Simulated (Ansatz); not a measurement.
The cluster Zn2Se⁺. Total charge 1; doublet. Geometry PBE0-D4/def2-TZVP, that of the neutral singlet; atoms count from 1.

```xyz
3

Zn    2.017   -1.193   -0.037
Zn   -2.021    1.187    0.024
Se    0.004    0.006    0.013
```

The structure comes from a short search, and lower isomers may exist.

Q: Estimate the Mulliken populations from the PBE0/def2-TZVP orbitals of Ansatz.

A: 
| atom | charge (e) | spin (α − β) | d electrons |
| --- | --- | --- | --- |
| Zn1 | 0.62 | 0.55 | 10.04 |
| Zn2 | 0.62 | 0.55 | 10.04 |
| Se3 | -0.25 | -0.11 | – |
Mulliken values and Mayer orders depend strongly on the basis.

Q: Where does the spin sit?

A: Summed by element: Zn 1.11, Se -0.11, of 1 unpaired in all. Largest on single atoms: Zn1 0.55, Zn2 0.55, Se3 -0.11.

Q: And the Mayer bond orders between bonded heavy atoms (over 0.3)?

A: Zn1–Se3 1.00 (2.34 Å); Zn2–Se3 1.00 (2.34 Å). Values over 0.3 also appear between atoms too far apart for a bond (Zn1–Zn2 0.32 at 4.69 Å); they arise where an orbital or an unpaired electron spreads over both atoms.
